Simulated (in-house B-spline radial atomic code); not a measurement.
Atomic self-consistent-field run: Hf IV (Hf3+) (with a hole in an inner shell). Computed with a radial B-spline atomic code at the basis-set limit: Dirac-Hartree-Fock, average of configuration, Fermi nucleus of rms radius 5.347 fm.

Command:
```bash
python run_scf.py task.json out
```
Settings (nuclear radius in fm, mass in u):
```
Z                72
configuration    2s2 2p6 3s2 3p6 3d10 4s2 4p6 4d10 4f14 5s2 5p6 5d1 6s2
hamiltonian      dirac
method           hf
spin_polarised   False
nucleus          fermi
rms_radius       5.347
atomic_mass      179.94656
speed_of_light   137.035999084
```

Output (hartree, bohr):
```
 radial grid: 77 intervals, B-splines of order 8, outer radius 51.8919 bohr

 iter        energy (Eh)    residual
    1      -10204.491518    2.43e+00
    2      -10210.823866    6.12e-01
    3      -10217.568051    9.64e-02
    4      -10217.584096    4.09e-02
    5      -10217.587866    5.13e-03
    6      -10217.587954    3.86e-04
    7      -10217.587957    3.62e-04
    8      -10217.587959    4.16e-05
    9      -10217.587960    3.58e-06
   10      -10217.587960    5.59e-07

 total energy                    -10217.58796
 kinetic                           11124.6693
 electron-nucleus                 -26502.6250
 electron-electron                  5160.3677

 first-order corrections (not in the total)
   Gaunt                             5.6190
   retardation                      -0.5314
   frequency dependence             -0.0168
   self-energy                       2.6561
   Uehling                          -0.3902
   Wichmann-Kroll                    0.0149
   recoil                            0.0223

 orbital      occ     eigenvalue          <r>       <r^2>       <1/r>     <1/r^3>       r_max    small
 2s1/2      2.000      -440.4337    0.0781315  0.00728067      20.857           -     0.06705  1.73e-02
 2p1/2      2.000      -426.7907    0.0641931  0.00512127     20.8997           -     0.04945  1.74e-02
 2p3/2      4.000      -378.5304    0.0719221  0.00629458     17.6733     15934.9     0.05609  1.58e-02
 3s1/2      2.000      -104.9104     0.202453   0.0470086     7.70184           -      0.1875  5.75e-03
 3p1/2      2.000       -97.2751      0.19123   0.0426219     7.64327           -      0.1745  5.71e-03
 3p3/2      4.000       -86.6760     0.205423   0.0489898     6.81136     3628.55       0.188  5.25e-03
 3d3/2      4.000       -71.9393     0.179591   0.0378967     6.71157     637.284       0.147  5.15e-03
 3d5/2      6.000       -69.5788     0.184079   0.0396852     6.50728     543.103      0.1509  5.01e-03
 4s1/2      2.000       -23.8500     0.454541    0.233275     3.21434           -      0.4257  1.86e-03
 4p1/2      2.000       -20.3910     0.457398    0.238143     3.11957           -      0.4232  1.78e-03
 4p3/2      4.000       -17.9118     0.488032    0.270893      2.8445     830.961      0.4509  1.62e-03
 4d3/2      4.000       -11.7127     0.504844    0.295396     2.63293     128.185      0.4476  1.43e-03
 4d5/2      6.000       -11.2315     0.516036    0.308443     2.56146     107.045       0.457  1.38e-03
 4f5/2      6.000        -3.2779     0.588861    0.428077     2.12329     19.8516      0.4281  9.97e-04
 4f7/2      8.000        -3.1886     0.597527    0.441106      2.0932     18.9281      0.4333  9.75e-04
 5s1/2      2.000        -4.7048      1.07847     1.30218     1.23875           -      0.9782  4.05e-04
 5p1/2      2.000        -3.4890      1.16817     1.53815      1.1314           -       1.038  3.45e-04
 5p3/2      4.000        -3.1045      1.25463     1.77352     1.03753     118.768       1.113  3.02e-04
 5d3/2      0.400        -1.5863      1.63414     3.05956     0.78278     11.2379       1.374  1.78e-04
 5d5/2      0.600        -1.5522      1.67169     3.19853    0.762545     9.26416       1.408  1.70e-04
 6s1/2      2.000        -1.2140      2.61141     7.57996     0.48564           -       2.384  7.72e-05
```

Cost of the run: 1.3 s on 1 thread of Arm Neoverse V2 (shared host).

For the Dirac Hamiltonian the kinetic term is c α·p + (β - 1)c².
